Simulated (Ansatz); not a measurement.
BCl2(OH) (BCl2OH). Total charge 0; singlet. Geometry PBE0-D4/def2-TZVP, basis def2-TZVP, Ansatz.

| run | HOMO (eV) | LUMO (eV) |
| --- | --- | --- |
| A | -8.68 | -0.75 |
| B | -8.79 | -0.57 |
| C | -11.53 | 1.95 |
| D | -7.63 | -1.36 |
| E | -7.77 | -1.65 |
| F | -8.10 | -0.86 |

B3LYP takes the VWN-RPA correlation. HSE06 is defined as in plane-wave codes, on full-range PBE exchange.

Problem. The runs used B3LYP, B97M-V, HSE06, LDA (SPW92), PBE, ωB97X-V. Estimate which is which.

Solution. A HSE06 (range-separated); B B3LYP (20 % exact exchange); C ωB97X-V (range-separated); D PBE (0 % exact exchange); E LDA (SPW92) (0 % exact exchange); F B97M-V (0 % exact exchange). Exact exchange lowers occupied and raises empty levels; among semilocal functionals meta-GGAs tend to open the gap a little, and such runs are hard to tell apart. The gap grows from 6.11 eV (LDA (SPW92)) to 13.48 eV (ωB97X-V).
